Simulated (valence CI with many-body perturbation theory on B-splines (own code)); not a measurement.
## Ir³⁷⁺: E2, M1 decay

Level of theory: configuration interaction combined with many-body perturbation theory (CI+MBPT): four valence electrons over a frozen Dirac-Fock core [Kr], radial functions for each j: 7 s, 7 p, 8 d, 6 f, 4 g, 1 h, with the one-electron correlation potential Σ1, the two-electron term Σ2, the three-electron term Σ3, Breit, model QED; selected CI, second order for the rest, scaled by the run's own slope (own B-spline code, finite nucleus).

No measured spectrum was set against this ion. As an estimate, large intervals hold to a few tenths of a per cent, small ones and those within an open d or f shell to about a per cent. The list stops below the first excitations out of the core.

Lines 51 to 100 of 119 in falling wavelength, among levels below 1086000 cm⁻¹, chosen from the decays that carry over 1 % of a level's rate. Wavelengths and rates use the calculated energies. Electric multipoles are in the length gauge, E1 and E2 with the static RPA response of the core. S is in atomic units (e²a₀⁴ for E2 and M2, e²a₀⁶ for E3), for M1 in squared Bohr magnetons. Weak lines are less certain than strong ones. Lines between different terms over intervals too small for the method are left out, as are lines whose strength nearly cancels. The highest levels of a list are the least certain.

Levels are named by their leading jj configuration (3d3/2^4 stands for four electrons in 3d with j = 3/2), which in mixed levels can hold well under half, so a name can repeat and another be missing. Letters in brackets count levels of one name in rising energy.

```
λ vac (nm)                      Upper                      Lower  Type   A (s⁻¹)  S (a.u.)
     55.00    (4d3/2 4d5/2^3) J=3 [a]  (4d3/2^2 4d5/2^2) J=3 [a]    M1  8.50e+04  3.67e+00
     54.57    (4d3/2 4d5/2^3) J=4 [a]  (4d3/2^2 4d5/2^2) J=4 [a]    M1  1.46e+05  7.94e+00
     54.37    (4d3/2 4d5/2^3) J=4 [b]  (4d3/2^2 4d5/2^2) J=4 [c]    M1  3.81e+04  2.04e+00
     54.22  (4d3/2^2 4d5/2^2) J=2 [a]        (4d3/2^3 4d5/2) J=1    M1  1.33e+05  3.92e+00
     54.17  (4d3/2^2 4d5/2^2) J=2 [b]        (4d3/2^3 4d5/2) J=3    M1  4.23e+02  1.25e-02
     53.60        (4d3/2 4d5/2^3) J=5      (4d3/2^2 4d5/2^2) J=5    M1  3.21e+04  2.02e+00
     53.44    (4d3/2 4d5/2^3) J=2 [a]  (4d3/2^2 4d5/2^2) J=3 [b]    M1  5.71e+04  1.61e+00
     53.23    (4d3/2 4d5/2^3) J=3 [b]  (4d3/2^2 4d5/2^2) J=2 [b]    M1  2.52e+04  9.88e-01
     53.13              (4d5/2^4) J=4        (4d3/2 4d5/2^3) J=5    M1  3.89e+04  1.95e+00
     52.89              (4d5/2^4) J=2    (4d3/2 4d5/2^3) J=3 [b]    M1  2.50e+04  6.86e-01
     52.57  (4d3/2^2 4d5/2^2) J=3 [b]        (4d3/2^3 4d5/2) J=2    M1  2.29e+03  8.62e-02
     52.40        (4d3/2 4d5/2^3) J=6      (4d3/2^2 4d5/2^2) J=5    M1  5.42e+04  3.76e+00
     52.15    (4d3/2 4d5/2^3) J=3 [b]  (4d3/2^2 4d5/2^2) J=4 [b]    M1  1.87e+04  6.90e-01
     52.08    (4d3/2 4d5/2^3) J=1 [b]  (4d3/2^2 4d5/2^2) J=2 [c]    M1  5.11e+04  8.02e-01
     51.92    (4d3/2 4d5/2^3) J=3 [c]  (4d3/2^2 4d5/2^2) J=2 [c]    M1  3.60e+04  1.31e+00
     51.80    (4d3/2 4d5/2^3) J=3 [a]  (4d3/2^2 4d5/2^2) J=2 [a]    M1  1.33e+05  4.79e+00
     51.56    (4d3/2 4d5/2^3) J=3 [b]  (4d3/2^2 4d5/2^2) J=3 [b]    M1  5.46e+04  1.94e+00
     51.50  (4d3/2^2 4d5/2^2) J=3 [b]        (4d3/2^3 4d5/2) J=4    M1  5.07e+04  1.80e+00
     51.06              (4d5/2^4) J=2    (4d3/2 4d5/2^3) J=2 [a]    M1  8.30e+04  2.05e+00
     50.94  (4d3/2^2 4d5/2^2) J=2 [b]        (4d3/2^3 4d5/2) J=2    M1  2.18e+04  5.34e-01
     50.93  (4d3/2^2 4d5/2^2) J=4 [b]        (4d3/2^3 4d5/2) J=4    M1  5.94e+02  2.62e-02
     50.85        (4d3/2^3 4d5/2) J=2              (4d3/2^4) J=0    E2  5.77e+01  8.75e-03
     49.89    (4d3/2 4d5/2^3) J=2 [a]      (4d3/2^2 4d5/2^2) J=1    M1  2.57e+04  5.92e-01
     48.35        (4d3/2 4d5/2^3) J=5  (4d3/2^2 4d5/2^2) J=4 [a]    M1  1.89e+04  8.72e-01
     47.97    (4d3/2 4d5/2^3) J=2 [b]  (4d3/2^2 4d5/2^2) J=2 [c]    M1  5.47e+04  1.12e+00
     47.83              (4d5/2^4) J=4    (4d3/2 4d5/2^3) J=3 [a]    M1  1.00e+05  3.65e+00
     47.82    (4d3/2 4d5/2^3) J=1 [a]  (4d3/2^2 4d5/2^2) J=2 [a]    M1  1.19e+05  1.45e+00
     47.22              (4d5/2^4) J=4    (4d3/2 4d5/2^3) J=4 [a]    M1  1.56e+05  5.48e+00
     46.93    (4d3/2 4d5/2^3) J=1 [a]  (4d3/2^2 4d5/2^2) J=0 [a]    M1  1.11e+05  1.28e+00
     44.37  (4d3/2^2 4d5/2^2) J=2 [c]        (4d3/2^3 4d5/2) J=3    M1  1.01e+05  1.63e+00
     44.25              (4d5/2^4) J=2    (4d3/2 4d5/2^3) J=1 [a]    M1  1.16e+05  1.87e+00
     44.19              (4d5/2^4) J=0    (4d3/2 4d5/2^3) J=1 [b]    M1  2.96e+05  9.47e-01
     43.86    (4d3/2 4d5/2^3) J=2 [a]  (4d3/2^2 4d5/2^2) J=3 [a]    M1  5.37e+04  8.41e-01
     42.96    (4d3/2 4d5/2^3) J=1 [b]  (4d3/2^2 4d5/2^2) J=2 [b]    M1  3.86e+03  3.40e-02
     42.70        (4d3/2 4d5/2^3) J=0      (4d3/2^2 4d5/2^2) J=1    M1  9.61e+04  2.77e-01
     42.59    (4d3/2 4d5/2^3) J=3 [b]  (4d3/2^2 4d5/2^2) J=3 [a]    M1  1.61e+04  3.22e-01
     42.18  (4d3/2^2 4d5/2^2) J=2 [c]        (4d3/2^3 4d5/2) J=2    M1  3.20e+04  4.45e-01
     42.15    (4d3/2 4d5/2^3) J=3 [c]  (4d3/2^2 4d5/2^2) J=4 [b]    M1  5.86e+03  1.14e-01
     41.85    (4d3/2 4d5/2^3) J=3 [b]  (4d3/2^2 4d5/2^2) J=4 [a]    M1  1.87e+04  3.56e-01
     41.76  (4d3/2^2 4d5/2^2) J=4 [c]        (4d3/2^3 4d5/2) J=3    M1  3.40e+04  8.26e-01
     41.31              (4d5/2^4) J=2    (4d3/2 4d5/2^3) J=3 [a]    M1  8.35e+04  1.09e+00
     41.22  (4d3/2^2 4d5/2^2) J=2 [b]        (4d3/2^3 4d5/2) J=1    M1  5.24e+03  6.80e-02
     40.84    (4d3/2 4d5/2^3) J=4 [b]  (4d3/2^2 4d5/2^2) J=3 [b]    M1  4.00e+04  9.08e-01
     40.64    (4d3/2 4d5/2^3) J=3 [b]  (4d3/2^2 4d5/2^2) J=2 [a]    M1  3.59e+03  6.26e-02
     40.12    (4d3/2 4d5/2^3) J=2 [b]  (4d3/2^2 4d5/2^2) J=2 [b]    M1  4.18e+03  5.00e-02
     39.66    (4d3/2 4d5/2^3) J=1 [b]      (4d3/2^2 4d5/2^2) J=1    M1  2.65e+04  1.84e-01
     39.17    (4d3/2 4d5/2^3) J=2 [b]  (4d3/2^2 4d5/2^2) J=3 [b]    M1  1.32e+04  1.47e-01
     37.22    (4d3/2 4d5/2^3) J=2 [b]      (4d3/2^2 4d5/2^2) J=1    M1  2.54e+04  2.43e-01
     37.09    (4d3/2 4d5/2^3) J=4 [b]      (4d3/2^2 4d5/2^2) J=5    M1  5.23e+04  8.91e-01
     36.07  (4d3/2^2 4d5/2^2) J=2 [d]        (4d3/2^3 4d5/2) J=3    M1  1.41e+03  1.22e-02
```
